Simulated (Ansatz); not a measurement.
A run on AlH$_{5}$O$_{2}$Si, SMILES `O[SiH](O)[AlH2]` with other settings.

```yaml
crystal:
  periodic: [false, false, false]
  atoms:
    - {symbol: O, position_ang: [-0.301818, 1.488964, -1.171202]}
    - {symbol: Si, position_ang: [0.844666, 0.515897, -0.204887]}
    - {symbol: O, position_ang: [1.575120, -0.136177, -1.179056]}
    - {symbol: Al, position_ang: [-0.800956, -0.982386, 1.359428]}
    - {symbol: H, position_ang: [-0.948064, 1.341487, -1.681226]}
    - {symbol: H, position_ang: [1.809391, 1.777560, 0.711874]}
    - {symbol: H, position_ang: [0.892635, -1.109003, -1.463144]}
    - {symbol: H, position_ang: [-2.046849, -1.743825, 0.645548]}
    - {symbol: H, position_ang: [-0.965499, -0.827320, 2.598756]}
basis:
  gaussian: {orbitals: x2c-TZVPPall, fitting: {mean_field: def2-universal-jkfit}}
total_charge: -1
magnetization: {spin_polarized: true, initial_magnetization: 1}
hamiltonian: {xc: {name: B3LYP5}}
scf: {lower_state_search: off}
output: {forces: true}
```

```sh
$ ansatz run in.yaml --threads 2 --pin off --events-out ev --progress --plain --max-ram 4352MiB
```

Shortened log:

```
Functional definition: B3LYP5
500 factors; integrals over basis functions are off by at most 1.2e0 eV
mean field evaluation 1: about -18671.7486 eV, gradient 3.5e1 eV
mean field evaluation 2: about -18665.7354 eV, gradient 5.4e1 eV
mean field evaluation 4: about -18676.8142 eV, gradient 4.2e0 eV
mean field evaluation 8: about -18676.8717 eV, gradient 1.1e-1 eV
mean field evaluation 16: about -18676.8719 eV, gradient 1.2e-4 eV
mean field -18676.87191772 eV, -686.3623833377 hartree, gradient 4.0e-6 eV, S^2 0.753292; 0 other end points of the search recorded, 0 dependent functions left out
reference -18676.87221478 eV, -686.3623942543 hartree; 25, 24 occupied and 191, 192 virtual orbitals, 500 factors
Total energy: -18676.87221478 eV, -686.3623942543 hartree
Relativity: scalar
Atom 0 at    -0.301818     1.488964    -1.171202 Å, force     8.590797     2.264052     6.978705 eV/Å
Atom 1 at     0.844666     0.515897    -0.204887 Å, force   -10.918749     9.812508    12.547129 eV/Å
Atom 2 at     1.575120    -0.136177    -1.179056 Å, force     7.602848   -11.339977   -12.475307 eV/Å
Atom 3 at    -0.800956    -0.982386     1.359428 Å, force     1.823585    -0.704499    -9.276283 eV/Å
Atom 4 at    -0.948064     1.341487    -1.681226 Å, force    -7.433693    -2.303068    -5.668770 eV/Å
Atom 5 at     1.809391     1.777560     0.711874 Å, force    -1.118931    -1.584425    -1.477216 eV/Å
Atom 6 at     0.892635    -1.109003    -1.463144 Å, force     2.347892     2.603851     0.875491 eV/Å
Atom 7 at    -2.046849    -1.743825     0.645548 Å, force    -0.009408     0.208294    -0.092960 eV/Å
Atom 8 at    -0.965499    -0.827320     2.598756 Å, force    -0.884342     1.043264     8.589210 eV/Å
Dipole moment:     0.154087     0.158168    -0.590284 e Å
Checks for a lower state left out: stability, starts, cluster_reference, orbital_swaps, neighbouring_geometries, increment
```

It took 4.6 s on 2 threads of an AMD EPYC 7B13 on a shared host, with 0.4 GiB of host memory at the peak.
